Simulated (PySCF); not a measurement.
(1R)-1-chloro-1,2,2-trifluoroethane (C2H2ClF3), SMILES FC(F)[C@H](F)Cl.

Coordinates come from a PBE-D3(BJ)/def2-SVP optimisation. Other conformers were not sampled.

Two levels are set side by side: PBE/def2-TZVP (PySCF) and ωB97X/def2-TZVP (PySCF). Same geometry, gas phase. Differences are taken from unrounded values.

```json
[
 {"quantity": "orbital gap (eV)", "ωB97X": "14.10", "PBE": "6.59", "PBE minus ωB97X": "-7.52"},
 {"quantity": "highest occupied level (eV)", "ωB97X": "-11.78", "PBE": "-7.73", "PBE minus ωB97X": "4.05"},
 {"quantity": "lowest empty level (eV)", "ωB97X": "2.33", "PBE": "-1.14", "PBE minus ωB97X": "-3.47"},
 {"quantity": "dipole moment (D)", "ωB97X": "2.35", "PBE": "2.08", "PBE minus ωB97X": "-0.27"},
 {"quantity": "mean polarisability (bohr³)", "ωB97X": "38.5", "PBE": "40.4", "PBE minus ωB97X": "1.9"}
]
```

Without exact exchange PBE keeps part of each electron's self-repulsion, which lifts occupied levels and narrows the gap. Loosely held outer electrons make PBE densities more polarisable. Differences between two approximate levels are no errors against the true value.

Rough cost on one machine, each run with all the roots and properties that it gave: ωB97X against PBE within a factor of 2.
